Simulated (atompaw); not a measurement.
## An all-electron radial function and its pseudo partner (P (Z = 15))

Columns: radius, all-electron u(r) and pseudo u(r) of the 3p shell (level -5.51 eV) of phosphorus in the configuration [Ne] 3s2 3p3; PBE, scalar-relativistic, PAW (atompaw) scheme, atompaw 4.2.0.5.

```json
{"r (bohr)": "0.065", "all-electron": "-0.0709", "pseudo": "0.0030"}
{"r (bohr)": "0.131", "all-electron": "-0.1806", "pseudo": "0.0122"}
{"r (bohr)": "0.196", "all-electron": "-0.2586", "pseudo": "0.0270"}
{"r (bohr)": "0.262", "all-electron": "-0.2942", "pseudo": "0.0476"}
{"r (bohr)": "0.327", "all-electron": "-0.2903", "pseudo": "0.0727"}
{"r (bohr)": "0.392", "all-electron": "-0.2570", "pseudo": "0.1022"}
{"r (bohr)": "0.458", "all-electron": "-0.2022", "pseudo": "0.1357"}
{"r (bohr)": "0.523", "all-electron": "-0.1354", "pseudo": "0.1717"}
{"r (bohr)": "0.588", "all-electron": "-0.0616", "pseudo": "0.2098"}
{"r (bohr)": "0.654", "all-electron": "0.0160", "pseudo": "0.2498"}
{"r (bohr)": "0.719", "all-electron": "0.0919", "pseudo": "0.2898"}
{"r (bohr)": "0.785", "all-electron": "0.1664", "pseudo": "0.3303"}
{"r (bohr)": "0.850", "all-electron": "0.2357", "pseudo": "0.3695"}
{"r (bohr)": "0.915", "all-electron": "0.3001", "pseudo": "0.4074"}
{"r (bohr)": "0.981", "all-electron": "0.3599", "pseudo": "0.4441"}
{"r (bohr)": "1.046", "all-electron": "0.4133", "pseudo": "0.4782"}
{"r (bohr)": "1.112", "all-electron": "0.4619", "pseudo": "0.5103"}
{"r (bohr)": "1.177", "all-electron": "0.5045", "pseudo": "0.5395"}
{"r (bohr)": "1.242", "all-electron": "0.5418", "pseudo": "0.5659"}
{"r (bohr)": "1.308", "all-electron": "0.5744", "pseudo": "0.5900"}
{"r (bohr)": "1.373", "all-electron": "0.6017", "pseudo": "0.6109"}
{"r (bohr)": "1.438", "all-electron": "0.6242", "pseudo": "0.6291"}
{"r (bohr)": "1.504", "all-electron": "0.6428", "pseudo": "0.6449"}
{"r (bohr)": "1.569", "all-electron": "0.6570", "pseudo": "0.6576"}
{"r (bohr)": "1.635", "all-electron": "0.6677", "pseudo": "0.6678"}
{"r (bohr)": "1.700", "all-electron": "0.6749", "pseudo": "0.6749"}
```

Problem. How many radial nodes do the two functions have?

Solution. The all-electron 3p function has n − l − 1 = 1; the pseudo-wave has 0, since the states of the same l below it are removed with the core.

Problem. Is the pseudo-wave norm-conserving?

Solution. No, it belongs to a PAW set: the norm inside the radius is not constrained, and the difference is carried by the augmentation charge.
